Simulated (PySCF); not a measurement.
PySCF job for S₄, SMILES S1SSS1, PBE0/pcSseg-2. Geometry optimised at B3LYP-D3(BJ)/def2-SVP.

```python
import numpy as np
from pyscf import gto, scf, dft
from pyscf.prop.nmr import rks as nmr

mol = gto.M(
    atom='''
    S     1.03808788   -1.03808788   -0.31341389
    S     1.03808788    1.03808788    0.31341389
    S    -1.03808788    1.03808788   -0.31341389
    S    -1.03808788   -1.03808788    0.31341389
    ''',
    basis='pcSseg-2',
    charge=0,
    spin=0,
    max_memory=1600,
    verbose=3,
)
mf = dft.RKS(mol, xc='pbe0').density_fit(auxbasis='def2-universal-jkfit')
mf.grids.level = 3
mf.conv_tol = 1e-10
mf.max_cycle = 100
mf.kernel()
n = nmr.NMR(mf)
n.verbose = 2
n.max_cycle_cphf = 60
sigma = n.kernel()
print('atom   isotropic/ppm   span/ppm')
for i, s in enumerate(sigma):
    w = np.linalg.eigvalsh((s + s.T) / 2)
    print(f'{mol.atom_symbol(i):2s}{i + 1:3d} {w.mean():14.3f} {w[2] - w[0]:11.3f}')
```

Log of the run:

```
converged SCF energy = -1592.25557727552
atom   isotropic/ppm   span/ppm
S   1        -28.771    1693.284
S   2        -28.771    1693.284
S   3        -28.771    1693.284
S   4        -28.771    1693.284
```

Self-consistency was reached.

Cost: about 22 core-seconds (a rough figure).
